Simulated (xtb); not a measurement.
C₃H₉B₃O₃, charge +1, doublet, at a GFN2-xTB geometry (a state made from the parent by changing its charge; the spin is typed, not shown lowest), atoms displaced at random by about 0.02 Å a coordinate; GFN2-xTB in xtb.

xtb was given this input:
```
$ xtb mol.xyz --gfn 2 --chrg 1 --uhf 1 --opt crude --json

# file mol.xyz
18

C     -1.86481496    -2.32448194    -0.19489005
B     -0.91036333    -1.10442101    -0.04599302
O      0.43721998    -1.26913740     0.01756314
B      1.30347586    -0.23844905     0.12505490
C      2.91183443    -0.47364583     0.30403744
O      0.84378397     1.03793605     0.06851622
B     -0.50423656     1.29057865    -0.04449101
C     -1.01618143     2.81523762    -0.09088936
O     -1.28274947     0.23697432    -0.12334944
H     -1.33358089    -3.28495488    -0.17213679
H     -2.43927065    -2.25397098    -1.15978520
H     -2.56894357    -2.26741555     0.61599948
H      3.20959007    -1.00267870    -0.61068487
H      3.01360583    -1.15490061     1.16922813
H      3.38868895     0.44677561     0.38619817
H     -1.67927283     2.95746719     0.72937053
H     -0.18757676     3.50899971     0.00249289
H     -1.52540041     2.97277187    -1.02358591
```

The log (banner, timings and long lists left out):

```
   ID    Z sym.   atoms
    1    6 C      1, 5, 8
    2    5 B      2, 4, 7
    3    8 O      3, 6, 9
    4    1 H      10-18

           -------------------------------------------------
          |                Calculation Setup                |
           -------------------------------------------------

           -------------------------------------------------
          |                 G F N 2 - x T B                 |
           -------------------------------------------------

          ...................................................
          :                      SETUP                      :
          :.................................................:
          :  # basis functions                  45          :
          :  # atomic orbitals                  45          :
          :  # shells                           27          :
          :  # electrons                        47          :
          :  max. iterations                   250          :
          :  Hamiltonian                  GFN2-xTB          :
          :  restarted?                      false          :
          :  GBSA solvation                  false          :
          :  PC potential                    false          :
          :  electronic temp.          300.0000000     K    :
          :  accuracy                    1.0000000          :
          :  -> integral cutoff          0.2500000E+02      :
          :  -> integral neglect         0.1000000E-07      :
          :  -> SCF convergence          0.1000000E-05 Eh   :
          :  -> wf. convergence          0.1000000E-03 e    :
          :  Broyden damping             0.4000000          :
          :  net charge                          1          :
          :  unpaired electrons                  1          :
          ...................................................

 iter      E             dE          RMSdq      gap      omega  full diag
   1    -26.5246599 -0.265247E+02  0.796E+00    6.71       0.0  T
   2    -26.8615952 -0.336935E+00  0.539E+00    4.22       1.0  T
   3    -26.8500773  0.115179E-01  0.317E+00    4.48       1.0  T
   4    -26.8334325  0.166448E-01  0.221E+00    4.45       1.0  T
   5    -26.8627091 -0.292766E-01  0.173E+00    5.17       1.0  T
   6    -26.9451259 -0.824168E-01  0.659E-01    5.05       1.0  T
   7    -26.9503266 -0.520071E-02  0.425E-01    5.18       1.0  T
   8    -26.9515916 -0.126491E-02  0.298E-01    5.22       1.0  T
   9    -26.9526663 -0.107472E-02  0.108E-01    5.23       1.0  T
  10    -26.9528269 -0.160669E-03  0.468E-02    5.25       1.0  T
  11    -26.9528532 -0.262716E-04  0.139E-02    5.26       1.7  T
  12    -26.9528534 -0.225991E-06  0.106E-02    5.25       2.2  T
  13    -26.9528548 -0.139470E-05  0.630E-03    5.26       3.7  T
  14    -26.9528556 -0.742934E-06  0.200E-03    5.26      11.8  T
  15    -26.9528556 -0.304947E-07  0.114E-03    5.26      20.7  T
  16    -26.9528556 -0.260588E-07  0.290E-04    5.26      81.3  T
  17    -26.9528556  0.171316E-08  0.364E-04    5.26      64.8  T

   *** convergence criteria satisfied after 17 iterations ***

         :::::::::::::::::::::::::::::::::::::::::::::::::::::
         ::                     SUMMARY                     ::
         :::::::::::::::::::::::::::::::::::::::::::::::::::::
         :: total energy             -26.677972407821 Eh    ::
         :: gradient norm              0.082250976194 Eh/a0 ::
         :: HOMO-LUMO gap              5.256545233226 eV    ::
         ::.................................................::
         :: SCC energy               -26.952826829513 Eh    ::
         :: -> isotropic ES            0.191414110254 Eh    ::
         :: -> anisotropic ES         -0.007997742395 Eh    ::
         :: -> anisotropic XC          0.005966796898 Eh    ::
         :: -> dispersion             -0.009015377828 Eh    ::
         :: repulsion energy           0.274854421691 Eh    ::
[...]
 * total energy  :   -26.6779724 Eh     change       -0.2351094E-08 Eh
 * total energy  :   -26.6836069 Eh     change       -0.5634484E-02 Eh
 * total energy  :   -26.6844606 Eh     change       -0.8537044E-03 Eh
 * total energy  :   -26.6845562 Eh     change       -0.9555573E-04 Eh
   *** GEOMETRY OPTIMIZATION CONVERGED AFTER 4 ITERATIONS ***
         :: total energy             -26.684556154980 Eh    ::
[...]
        45                          0.4937263              13.4350
      -------------------------------------------------------------
                  HL-Gap            0.1949419 Eh            5.3046 eV
             Fermi-level           -0.5434629 Eh          -14.7884 eV

     #   Z          covCN         q      C6AA      α(0)
     1   6 C        3.675    -0.210    24.939     7.156
     2   5 B        2.551     0.458    15.954     6.857
     3   8 O        1.575    -0.308    19.191     5.911
     4   5 B        2.583     0.472    15.510     6.708
     5   6 C        3.669    -0.169    24.078     7.035
     6   8 O        1.574    -0.317    19.365     5.938
     7   5 B        2.572     0.466    15.659     6.757
     8   6 C        3.671    -0.187    24.440     7.086
     9   8 O        1.575    -0.294    18.945     5.873
    10   1 H        0.925     0.107     1.725     2.054
    11   1 H        0.925     0.119     1.622     1.991
    12   1 H        0.925     0.119     1.623     1.992
    13   1 H        0.925     0.130     1.535     1.937
    14   1 H        0.925     0.129     1.541     1.942
    15   1 H        0.925     0.121     1.604     1.980
    16   1 H        0.925     0.126     1.570     1.959
    17   1 H        0.925     0.113     1.669     2.021
    18   1 H        0.925     0.126     1.569     1.959

 Mol. C6AA /au·bohr⁶  :       2605.263664
 Mol. C8AA /au·bohr⁸  :      63680.622652
 Mol. α(0) /au        :         77.156680

Wiberg/Mayer (AO) data.
largest (>0.10) Wiberg bond orders for each atom

 ---------------------------------------------------------------------------
     #   Z sym  total        # sym  WBO       # sym  WBO       # sym  WBO
 ---------------------------------------------------------------------------
     1   6 C    3.966 --     2 B    1.014    10 H    0.968    12 H    0.928
                            11 H    0.928
     2   5 B    3.293 --     9 O    1.076     3 O    1.031     1 C    1.014
     3   8 O    2.456 --     4 B    1.206     2 B    1.031
     4   5 B    3.354 --     3 O    1.206     6 O    1.158     5 C    0.792
     5   6 C    3.884 --    15 H    0.969    14 H    0.941    13 H    0.938
                             4 B    0.792
     6   8 O    2.408 --     4 B    1.158     7 B    1.045
     7   5 B    3.331 --     9 O    1.205     6 O    1.045     8 C    0.884
     8   6 C    3.933 --    17 H    0.976    18 H    0.931    16 H    0.931
                             7 B    0.884
     9   8 O    2.520 --     7 B    1.205     2 B    1.076
    10   1 H    0.986 --     1 C    0.968
    11   1 H    0.977 --     1 C    0.928
    12   1 H    0.978 --     1 C    0.928
    13   1 H    0.979 --     5 C    0.938
    14   1 H    0.979 --     5 C    0.941
    15   1 H    0.984 --     5 C    0.969
    16   1 H    0.976 --     8 C    0.931
    17   1 H    0.986 --     8 C    0.976
    18   1 H    0.976 --     8 C    0.931
 ---------------------------------------------------------------------------

Topologies differ in total number of bonds
Writing topology from bond orders to xtbtopo.mol

molecular dipole:
                 x           y           z       tot (Debye)
 q only:        0.149       0.099       0.010
   full:        0.155       0.133       0.006       0.520
molecular quadrupole (traceless):
                xx          xy          yy          xz          yz          zz
 q only:        7.533      -1.325       5.600       2.044      -0.024     -13.133
  q+dip:        6.609      -1.794       3.776       1.642      -0.093     -10.385
   full:        6.150      -2.245       2.504       1.422      -0.152      -8.654

optimized geometry written to: xtbopt.xyz

           -------------------------------------------------
          | TOTAL ENERGY              -26.684556154980 Eh   |
          | GRADIENT NORM               0.007211140354 Eh/α |
          | HOMO-LUMO GAP               5.304639261392 eV   |
           -------------------------------------------------

normal termination of xtb
```
